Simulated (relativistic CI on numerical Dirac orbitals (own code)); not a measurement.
W5+: resonant inelastic scattering at the L2,3 edge

Computed with this model: Dirac-Coulomb-Breit CI, orbitals from a KLI potential per configuration, a model potential for QED, Kramers-Heisenberg scattering through one core-hole configuration in a parametric crystal field, unscaled Slater integrals; configurations [Xe] 4f14 5d → [He] 2s2 2p5 3s2 3p6 3d10 4s2 4p6 4d10 4f14 5s2 5p6 5d2; 10 K; core-hole width 7.5 eV; summed over polarisations. Incident energies are the highest absorption maxima for each field (at most a few, so the weaker spin-orbit partner edge can be absent), on the computed scale of the free ion. Intensities are in per cent of the strongest line above 0.02 eV; levels within 1 cm⁻¹ are merged; final levels count from the ground level, the first row holds all elastic scattering, lines under 0.4 are left out and each table stops after 24 rows. The scale of the Slater integrals is a model choice and moves the terms in proportion.

Field parameters in Wybourne normalisation: Oh B⁴₀ = 21Dq, B⁴₄ = √(5/14) B⁴₀. The field is a parameter set, without covalency.

S is read from ⟨S²⟩ = S(S + 1).

Oh, 10Dq = 10000 cm⁻¹:

| Final level (eV) | Degeneracy | Irrep | S | 10209.9 eV | 11546.6 eV |
| --- | --- | --- | --- | --- | --- |
| 0.000 | 4 | Γ8 | 0.50 | 3911.4 | 614.9 |
| 0.748 | 2 | Γ7 | 0.50 | 80.3 | 3.4 |
| 1.739 | 4 | Γ8 | 0.50 | 100.0 | 32.5 |

Oh, 10Dq = 22550 cm⁻¹:

| Final level (eV) | Degeneracy | Irrep | S | 10210.2 eV | 11546.6 eV |
| --- | --- | --- | --- | --- | --- |
| 0.000 | 4 | Γ8 | 0.50 | 3093.6 | 500.7 |
| 0.675 | 2 | Γ7 | 0.50 | 83.1 | 3.3 |
| 3.150 | 4 | Γ8 | 0.50 | 100.0 | 37.8 |

For the first field the strongest loss at the lowest incident energy is the level at 1.74 eV (S = 0.50, against 0.50 in the thermal ground state).
